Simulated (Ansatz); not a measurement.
Stepwise reaction of `[OH][Sc]([F])[F]` with water, as a gas-phase model of exchange steps in deposition or etching. ΔE in kJ/mol; ΔG adds harmonic PBE0-D4 terms to CCSD(T)/CBS, at 1 bar.

Computed with Ansatz on PBE0-D4/def2-TZVP structures; ΔE is electronic, products minus reactants. CCSD(T)/CBS is the MP2 limit (def2-TZVPP, def2-QZVPP) plus CCSD(T) − MP2 in def2-TZVPP, frozen cores. This one scheme is used for every species. DFT in def2-TZVPP. B3LYP here is the variant with VWN-RPA as its local correlation; programs differ in this. For Sc outer-core shells are correlated without core-valence functions, which leaves a few kJ/mol of doubt a bond. Scalar relativity is left out up to krypton. One conformer a species, not always the lowest.

| step | reaction | PBE-D4 | B3LYP-D4 | ωB97M-V | CCSD(T)/CBS | ΔG(600 K) |
| --- | --- | --- | --- | --- | --- | --- |
| 1 | `[OH][Sc]([F])[F]` + H₂O → `[OH][Sc]([OH])[F]` + H–F | 58.9 | 56.4 | 56.3 | 48.1 | 45.5 |
| 2 | `[OH][Sc]([OH])[F]` + H₂O → `[OH][Sc]([OH])[OH]` + H–F | 62.1 | 60.5 | 60.6 | 52.9 | 52.0 |

**Question.** By hand: ΔE of the 2 steps together at CCSD(T)/CBS.

**Answer.** (48.1) + (52.9) = 101.0 kJ/mol, or 50.5 kJ/mol a step.

In ΔE the steps differ by no more than 4.8 kJ/mol. All are uphill at CCSD(T)/CBS. ΔG lies between 45.5 and 52.0 kJ/mol a step. PBE-D4 differs from CCSD(T)/CBS by 9.2 to 10.8 kJ/mol a step. Isolated molecules leave out the surface, adducts and barriers. Largest T1 diagnostic: 0.017.
